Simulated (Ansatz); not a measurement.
Coupled-cluster diagnostics for ZnMe2 (C2H6Zn), Ansatz.

Geometry of the singlet (r2SCAN-D4/def2-TZVP):

Cartesian coordinates in Å:
```
Zn 0.0000 0.0000 -0.0016
C 1.7940 0.7237 0.0360
H 1.8892 1.5865 -0.6296
H 2.5301 -0.0208 -0.2811
H 2.0687 1.0515 1.0429
C -1.7940 -0.7237 -0.0365
H -2.5188 -0.0084 0.3632
H -1.8659 -1.6361 0.5626
H -2.1033 -0.9726 -1.0557
```

Correlated methods freeze 11 core orbitals.

(1) Estimate the CCSD(T) correlation energy, the shares of MP2 and (T), T1 and the reference's ⟨S²⟩ for: charge 0, singlet, own geometry in def2-TZVPP; and the rough time on 4 threads of Arm Neoverse V1 on a shared host.

## Answers

(1) 
```tsv
state	basis	correlation (eV)	MP2 share (%)	(T) share (%)	T1	⟨S²⟩ (pure)	wall time
charge 0, singlet, own geometry	def2-TZVPP	-24.407	98.9	3.3	0.013	0.00 (0.00)	57 s
```
Customary marks for T1 are 0.02 (closed shells), 0.045 (open shells) and about 0.05 (3d metals). T1 stays under 0.02 throughout.
